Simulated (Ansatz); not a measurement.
Job for Ansatz (an electronic-structure program): U-CCSD(T)/def2-TZVPP on H2Sn (SMILES [SnH2]), a point of a bond scan (R = 1.424 Å). Elements past Kr take the def2 small-core potentials; no spin–orbit coupling. The run froze 9 orbitals, filled d shells among them.

Ansatz 0.2 input:
```yaml
crystal:
  periodic: [false, false, false]
  atoms:
    - {symbol: Sn, position_ang: [0.00658915, -0.00056144, 0.04773306]}
    - {symbol: H, position_ang: [-0.13870142, -1.00080353, -0.95588010]}
    - {symbol: H, position_ang: [-0.15443354, 1.27893623, -1.17986985]}
basis:
  gaussian:
    orbitals: def2-TZVPP
correlation: {method: ccsd_t, electrons: outside_noble_gas}
scf: {omitted_lower_state_checks: [cluster_reference]}
magnetization: {spin_polarized: true, initial_magnetization: 0}
```

Task: What total energy does the run end on?

Result: -214.5526 hartree (reference determinant -214.4353, T1 diagnostic 0.088). Its determinant has ⟨S²⟩ = 0.27, a mixture of spin states.
